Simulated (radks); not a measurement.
Results of a calculation; reference values are marked as such.
Question: The mean radii <r> (bohr) of the occupied orbitals of an atom or ion are listed with their occupations. Code: a radial shooting solver on a logarithmic mesh with Libxc functionals. Model: scalar-relativistic Kohn-Sham, PBE, spin-polarised, spherical densities, point nucleus.

orbital  occ.      <r>
1s up       1  0.03040
1s down     1  0.03040
2s up       1   0.1317
2s down     1   0.1317
2p up       3   0.1149
2p down     3   0.1149
3s up       1   0.3583
3s down     1   0.3583
3p up       3   0.3571
3p down     3   0.3571
3d up       5   0.3347
3d down     5   0.3347
4s up       1   0.8795
4s down     1   0.8792
4p up       3   0.9609
4p down     3   0.9597
4d up       5    1.279
4d down     5    1.265
5s up       1    2.641

Name the element and its charge. Open shells, if any, are filled with parallel spins first.

Answer: Z = 48, cadmium, charge +1: Cd+ in [Kr] 4d10 5s1. The 1s radius gives Z: for a bare nucleus <r> = (2 gamma + 1)/(2Z) with gamma = sqrt(1 - (Z/c)^2), 0.02993 bohr for Z = 48, and screening makes it slightly larger (0.03040 here). The occupations add up to 47, and the charge is Z minus that.
